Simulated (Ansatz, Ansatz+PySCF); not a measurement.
```xyz
2

Si    0.0103    0.0430   -1.0657
Cl    0.0222   -0.0445    1.0481
```

Basis set: def2-SVP (spherical functions). Left uncorrelated: 10 orbitals. Correlation on ROHF uses semicanonical orbitals with singles. Charge 0, multiplicity 2.

Computed with Ansatz (development build ahead of 0.2.0); each method stands on the lowest determinant of its kind that the runs found.

(1) Give the atomization energy at this shape (free ground-state atoms in the same class of orbitals less the molecule, no zero-point energy) of doublet SiCl by ROHF-CCSD(T), ROHF-MP2, ROHF, UHF.

Results:

(1)

```tsv
method	atomization energy
ROHF-CCSD(T)	88.12 kcal/mol
ROHF-MP2	90.50 kcal/mol
ROHF	69.03 kcal/mol
UHF	67.11 kcal/mol
```
